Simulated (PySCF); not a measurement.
# P²⁺ (phosphorus, charge +2): UHF calculation

Configuration: [Ne] 3s2 3p1, 2P determinant. Calculation: PySCF 2.14, in cc-pVDZ-DK; scalar relativity by spin-free X2C-1e.

```json
{
  "Total energy": "-340.454370 hartree",
  "One-electron energy": "-460.1574 hartree",
  "Hartree (Coulomb) energy": "141.8127 hartree",
  "Exchange energy": "-22.1096 hartree",
  "⟨S²⟩": "0.7605",
  "⟨L²⟩": "2.031",
  "Sum of ⟨r⟩": "9.662 bohr",
  "Sum of ⟨r²⟩": "14.23 bohr²",
  "Traceless quadrupole moment −½Σ⟨3z² − r²⟩ along its main axis": "-1.88 e·bohr²",
  "Langevin diamagnetic susceptibility": "-11.3 ×10⁻⁶ cm³/mol",
  "Time after the integrals": "0.05 s of wall time on 1 thread of Neoverse-V1 (shared host)"
}
```

```csv
shell,electrons,mean orbital energy (eV),spread (eV),"rms radius, mean of both spins (bohr)"
1s α,1,-2207.3,0,0.120
1s β,1,-2207.0,0,0.120
2s α,1,-229.71,0,0.559
2s β,1,-229.43,0,0.559
2p α,3,-171.29,0.465,0.539
2p β,3,-170.79,0.648,0.539
3s α,1,-40.162,0,1.90
3s β,1,-37.170,0,1.90
3p α,1,-29.898,0,2.15
```

Densities and radii are taken from the X2C orbitals without a picture-change correction, which distorts them close to the nucleus.
